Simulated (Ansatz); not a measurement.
The same redistribution along the group F, Cl, Br.

Calculated with Ansatz (gas phase, PBE0-D4/def2-TZVP geometries, no zero-point term in ΔE). CCSD(T)/CBS is the MP2 limit (def2-TZVPP, def2-QZVPP) plus CCSD(T) − MP2 in def2-TZVPP, frozen cores. DFT in def2-TZVPP. Elements past krypton have def2 core potentials. For Br, In, Sb outer-core shells are correlated without core-valence functions, which leaves a few kJ/mol of doubt a bond. Scalar relativity is left out up to krypton. Each species was taken in one conformer, which may not be the lowest.

```csv
reaction,ωB97X-V (eV),CCSD(T)/CBS(def2) (eV)
`[CH3][In]([OH])[F]` + `C[O][SbH][SiH3]` → `[OH][InH][F]` + `CC[O][SbH][SiH3]`,0.14,0.21
`[CH3][In]([OH])[Cl]` + `C[O][SbH][SiH3]` → `[OH][InH][Cl]` + `CC[O][SbH][SiH3]`,0.06,0.14
`[CH3][In]([OH])[Br]` + `C[O][SbH][SiH3]` → `[OH][InH][Br]` + `CC[O][SbH][SiH3]`,0.22,0.29
```

Largest T1 diagnostic: 0.017, for `[OH][InH][F]`.
